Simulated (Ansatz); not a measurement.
Harmonic frequencies (cm⁻¹) at PBE0-D4/def2-TZVP from Ansatz: 28, 148, 268, 453, 584, 588, 639, 712, 1188, 1428, 1439, 2716, 3036, 3118, 3144.

Each molecule was computed in one conformer, which needn't be the lowest.

(1) Which molecule is it?
A. `C[Se][SiH2]`•
B. `[CH3][Ge]([F])[F]`•
C. `O[Si](O)(O)[S]`•
D. `[CH3][Al][SH]`•

Results:

(1) D.
